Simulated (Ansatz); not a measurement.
`[F][Hf]([F])([Cl])[Cl]` + `C#[C][GeH2][C]#C` → `C#[C][Hf]([F])([Cl])[Cl]` + `C#[C][GeH2][F]`  (redistribution)

Isolated molecules relaxed with PBE0-D4/def2-TZVP in Ansatz; ΔE leaves out vibrations. CBS: MP2 limit from def2 TZ/QZ plus the TZ coupled-cluster correction, frozen cores. Functionals use def2-TZVPP. Elements past krypton have def2 core potentials. For Ge, Hf outer-core shells are correlated without core-valence functions, which leaves a few kJ/mol of doubt a bond. Scalar relativity is left out up to krypton.

```tsv
level	ΔE (kJ/mol)
r2SCAN0-D4	105.4
PBE0	106.7
r2SCAN0	105.4
MP2/def2-TZVPP	103.6
```

(1) What does CCSD(T)/CBS give? (Estimate.)

Largest T1 diagnostic among the species: 0.015.

Results:

(1) Ansatz gave: +105.0 kJ/mol. The listed levels differ from it by 0.4, 1.7, 0.4, -1.4 kJ/mol.

Leaving LDA and LC-ωPBE aside and taking each functional with its dispersion term where it has one, the values, not all of them listed here, spread over 10.8 kJ/mol, from B97M-V to ωB97X-V. LDA lies +7.3 kJ/mol from PBE without D4. In def2-TZVPP, CCSD(T) changes the Hartree–Fock value by +6.8 kJ/mol (the triples alone add −0.9 kJ/mol) and MP2 by +7.8 kJ/mol.
